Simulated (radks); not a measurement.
The numbers below are computed, except where a source is named.
Br28+, 7 electrons, occupied as [He] 2s2 2p3 (the NIST ground configuration). Code: a radial shooting solver on a logarithmic mesh with Libxc functionals. Model: Dirac Kohn-Sham, PBE, spin-unpolarised, spherical densities, point nucleus; open shells fill j = l - 1/2 first.

Unscreened Slater integrals over Kohn-Sham orbitals (eV). Large and small components are both included. Empty in this configuration: 3s1/2.

| integral | value |
|---|---|
| F0(2p3/2,2p3/2) | 158.22 |
| F2(2p3/2,2p3/2) | 75.753 |
| F0(2p3/2,2p1/2) | 160.00 |
| G2(2p3/2,2p1/2) | 75.482 |
| F0(2p3/2,2s1/2) | 144.90 |
| G1(2p3/2,2s1/2) | 81.602 |
| F0(2p3/2,1s1/2) | 214.11 |
| G1(2p3/2,1s1/2) | 39.615 |
| F0(2p3/2,3s1/2) | 74.877 |
| G1(2p3/2,3s1/2) | 7.9372 |
| F0(2p1/2,2p1/2) | 161.86 |
| F0(2p1/2,2s1/2) | 146.19 |
| G1(2p1/2,2s1/2) | 80.993 |
| F0(2p1/2,1s1/2) | 219.92 |
| G1(2p1/2,1s1/2) | 40.721 |
| F0(2p1/2,3s1/2) | 75.153 |
| G1(2p1/2,3s1/2) | 7.9896 |
| F0(2s1/2,2s1/2) | 136.49 |
| F0(2s1/2,1s1/2) | 192.10 |
| G0(2s1/2,1s1/2) | 19.608 |
| F0(2s1/2,3s1/2) | 73.161 |
| G0(2s1/2,3s1/2) | 6.4278 |
| F0(1s1/2,1s1/2) | 600.79 |
| F0(1s1/2,3s1/2) | 86.191 |
| G0(1s1/2,3s1/2) | 4.7292 |
| F0(3s1/2,3s1/2) | 57.296 |
